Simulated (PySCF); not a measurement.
SMILES C[Si](C)[Se][Si](C)(C)C (C5H15SeSi2), doublet, GFN2-xTB optimised geometry.

```
23

C     -1.14     2.42    -1.81
Si    -1.05     1.79     0.00
C     -2.79     1.93     0.78
Se    -0.53    -0.50     0.00
Si     1.79    -0.50     0.00
C      2.43     1.05    -0.91
C      2.39    -0.49     1.81
C      2.31    -2.09    -0.90
H     -0.18     2.33    -2.31
H     -1.87     1.82    -2.36
H     -1.45     3.45    -1.85
H     -3.12     2.97     0.83
H     -3.51     1.37     0.18
H     -2.81     1.52     1.78
H      2.04     1.96    -0.45
H      2.12     1.04    -1.95
H      3.51     1.09    -0.89
H      1.97    -1.33     2.36
H      3.47    -0.56     1.87
H      2.08     0.42     2.32
H      3.39    -2.21    -0.92
H      1.88    -2.97    -0.41
H      1.96    -2.09    -1.93
```

Density from unrestricted PBE0/def2-SVP (PySCF) at that geometry.

Minimum of the electron density along straight lines between bonded atoms, close to the bond critical point (lines longer than 1.1 times the sum of covalent radii, or with two minima, are not listed):

```
bond     length / Å  ρ at the minimum / e bohr⁻³  ∇²ρ there / e bohr⁻⁵  position (fraction from the first atom)
-------  ----------  ---------------------------  --------------------  ---------------------------------------
C1–Si2        1.916                        0.108                  0.28                                     0.62
Si2–C3        1.912                        0.109                  0.29                                     0.38
Si2–Se4       2.347                        0.078                     …                                     0.35
Se4–Si5       2.325                        0.081                     …                                     0.66
Si5–C6        1.907                        0.111                  0.31                                     0.38
Si5–C7        1.906                        0.111                  0.31                                     0.38
Si5–C8        1.904                        0.111                  0.30                                     0.38
C1–H9         1.085                        0.273                 -0.99                                     0.63
C1–H10        1.088                        0.271                 -0.97                                     0.63
C1–H11        1.085                        0.272                 -0.98                                     0.62
C3–H12        1.085                        0.272                 -0.98                                     0.63
C3–H13        1.088                        0.270                 -0.96                                     0.63
C3–H14        1.085                        0.273                 -0.99                                     0.63
C6–H15        1.086                        0.272                 -0.97                                     0.63
C6–H16        1.085                        0.272                 -0.97                                     0.62
C6–H17        1.085                        0.272                 -0.97                                     0.62
C7–H18        1.086                        0.272                 -0.98                                     0.63
C7–H19        1.085                        0.272                 -0.97                                     0.62
C7–H20        1.086                        0.272                 -0.98                                     0.63
C8–H21        1.085                        0.271                 -0.97                                     0.62
C8–H22        1.086                        0.272                 -0.98                                     0.63
C8–H23        1.086                        0.272                 -0.98                                     0.63
```

**Question.** Complete the blanks.

**Answer.** 
- Si2–Se4, ∇²ρ there / e bohr⁻⁵: 0.02
- Se4–Si5, ∇²ρ there / e bohr⁻⁵: 0.05
